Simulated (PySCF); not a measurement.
Compound: H10O2Si4.
Atom-mapped SMILES: `[SiH3:1][O:2][SiH2:3][SiH2:4][O:5][SiH3:6]` (hydrogens: H7, H8, H9 on Si1; H10, H11 on Si3; H12, H13 on Si4; H14, H15, H16 on Si6)

Cartesian coordinates in Å at the PBE0-D3(BJ)/def2-SVP level; atoms count from 1:
```
atom  x, y, z in Å
Si1    3.800   -0.391    0.627
O2     2.302   -0.500   -0.070
Si3    0.967    0.262   -0.707
Si4   -0.878   -0.436    0.555
O5    -2.228    0.330   -0.051
Si6   -3.866    0.511    0.134
H7     4.421   -1.746    0.623
H8     3.682    0.091    2.037
H9     4.667    0.558   -0.136
H10    1.129    1.751   -0.642
H11    0.818   -0.122   -2.144
H12   -1.045   -1.922    0.473
H13   -0.690   -0.086    2.000
H14   -4.334    1.542   -0.833
H15   -4.187    0.949    1.527
H16   -4.565   -0.782   -0.137
```

Computed, not measured: PySCF 2.14.0, density-fitted response routines, TDDFT PBE0/def2-SVPD, vertical, gas phase, core orbitals frozen in the response.

Kohn–Sham orbitals with the atoms that hold most of them (Löwdin shares over 4%, at most four atoms; ? is withheld):

```json
{"orbital": "LUMO+2", "ε (eV)": "0.47", "atoms": "Si3 28%, Si4 26%, H11 9%, H13 8%"}
{"orbital": "LUMO+1", "ε (eV)": "0.09", "atoms": "Si1 16%, Si6 16%, Si4 11%, Si3 11%"}
{"orbital": "LUMO", "ε (eV)": "-0.95", "atoms": "?"}
{"orbital": "HOMO", "ε (eV)": "-7.74", "atoms": "Si4 23%, Si3 23%, O2 15%, O5 11%"}
{"orbital": "HOMO-1", "ε (eV)": "-8.67", "atoms": "?"}
{"orbital": "HOMO-2", "ε (eV)": "-8.77", "atoms": "O2 31%, Si1 13%, Si3 13%, H10 10%"}
{"orbital": "HOMO-3", "ε (eV)": "-9.10", "atoms": "O5 16%, O2 15%, Si1 14%, Si6 13%"}
```

**Question.** Give the leading atoms of the LUMO.

**Answer.** Si4 (bonded to O, Si and 2 H) 21%; Si3 (bonded to O, Si and 2 H) 20%; Si6 (bonded to O and 3 H) 7%; O5 (bonded to 2 Si) 7%. By element: silicon 48% or more, oxygen 7% or more.

**Question.** Give the leading atoms of the HOMO-1.

**Answer.** O5 (bonded to 2 Si) 32%; Si4 (bonded to O, Si and 2 H) 14%; Si6 (bonded to O and 3 H) 12%; H12 (bonded to Si) 9%. By element: oxygen 32% or more, silicon 26% or more, hydrogen 9% or more.

**Question.** How does S1 compare with the orbital gap of 6.79 eV?

**Answer.** S1 is at 5.52 eV (f = 0.0072), 1.28 eV below the gap, made of HOMO→LUMO (98%). Without the coupling terms of the response equations the lowest excitation would equal the gap.

**Question.** One configuration dominates each of S1, S2, S3 and S4. Which, and how do the shares of the two leading atoms of either orbital change from the occupied to the empty one?

**Answer.** 
- S1 (5.52 eV, f 0.0072), HOMO→LUMO (98%): Si4 23% → 21%, Si3 23% → 20%
- S2 (6.48 eV, f 0.0003), HOMO-1→LUMO (94%): O5 32% → 7%, Si4 14% → 21%, Si3 at most 10% → 20%
- S3 (6.58 eV, f 0.0007), HOMO-2→LUMO (91%): O2 31% → at most 8%, Si1 13% → at most 8%, Si4 at most 11% → 21%, Si3 13% → 20%
- S4 (6.74 eV, f 0.0003), HOMO→LUMO+1 (78%): Si4 23% → 11%, Si3 23% → 11%, Si1 at most 12% → 16%, Si6 at most 12% → 16%

One conformer stands for the species.
